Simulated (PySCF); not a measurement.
PySCF job for Zn(F)2 anion (F2Zn), SMILES [F][Zn][F] (connectivity only; charge and spin as stated), charge -1, multiplicity 2, C-PCM-B3LYP/def2-SVPD. Coordinates come from a PBE0-D3(BJ)/def2-SVPD optimisation. The multiplicity is an assumed one; other spin states were not compared. The isomer is the one that the SMILES or the coordinates give; other isomers of the formula were not compared.

```python
import numpy as np
from pyscf import gto, scf, dft
from pyscf.solvent import pcm

mol = gto.M(
    atom='''
    Zn    0.00000000    0.00000000    0.35720370
    F     0.00000000   -1.61778074   -0.59533951
    F     0.00000000    1.61778074   -0.59533951
    ''',
    basis='def2-SVPD',
    charge=-1,
    spin=1,
    max_memory=1600,
    verbose=3,
)
mf = dft.UKS(mol, xc='b3lyp').density_fit(auxbasis='def2-universal-jkfit')
mf.grids.level = 3
mf.conv_tol = 1e-9
mf.max_cycle = 100
mf.kernel()
fine, coarse = mf.grids, dft.Grids(mol).set(level=1).build(with_non0tab=True)
for _ in range(3):  # follow internal instabilities
    mf.grids = coarse
    mo, _, stable, _ = mf.stability(return_status=True, nroots=4)
    mf.grids = fine
    if stable:
        break
    mf.kernel(mf.make_rdm1(mo, mf.mo_occ))
res = {}
for name, eps in {'water': 78.355, 'ethylethanoate': 5.9867, 'cyclohexanone': 15.619}.items():
    s = mf.PCM()
    s.with_solvent.method, s.with_solvent.eps, s.with_solvent.lebedev_order = 'C-PCM', eps, 29
    s.kernel(mf.make_rdm1())
    res[name] = (s.e_tot, eps, s.dip_moment(), s.mo_energy, s.converged)
    print(f'{name}: electrostatic solvation free energy {(s.e_tot - mf.e_tot) * 627.509474:.3f} kcal/mol')
```

Output:

```

WARN: HOMO -0.15583952897457 >= LUMO -0.155839528974564

converged SCF energy = -1978.84711637361  <S^2> = 0.75098796  2S+1 = 2.0009877
<class 'pyscf.df.df_jk.DFUKS'> wavefunction is stable in the internal stability analysis

WARN: PCM is an experimental feature. It is still in testing.
Features and APIs may be changed in the future.

converged SCF energy = -1978.94417797741  <S^2> = 0.75088773  2S+1 = 2.0008875

WARN: System has nonzero charge -1; the dipole moment is origin-dependent.
Location of origin: [0. 0. 0.]

Dipole moment(X, Y, Z, Debye):  0.00000, -0.00000,  2.62669
water: electrostatic solvation free energy -60.907 kcal/mol

WARN: PCM is an experimental feature. It is still in testing.
Features and APIs may be changed in the future.

converged SCF energy = -1978.92851021133  <S^2> = 0.75091048  2S+1 = 2.0009103

WARN: System has nonzero charge -1; the dipole moment is origin-dependent.
Location of origin: [0. 0. 0.]

Dipole moment(X, Y, Z, Debye): -0.00000, -0.00000,  2.37895
ethylethanoate: electrostatic solvation free energy -51.075 kcal/mol

WARN: PCM is an experimental feature. It is still in testing.
Features and APIs may be changed in the future.

converged SCF energy = -1978.93894848837  <S^2> = 0.75089572  2S+1 = 2.0008955

WARN: System has nonzero charge -1; the dipole moment is origin-dependent.
Location of origin: [0. 0. 0.]

Dipole moment(X, Y, Z, Debye):  0.00000, -0.00000,  2.54168
cyclohexanone: electrostatic solvation free energy -57.626 kcal/mol
```

Self-consistency was reached.
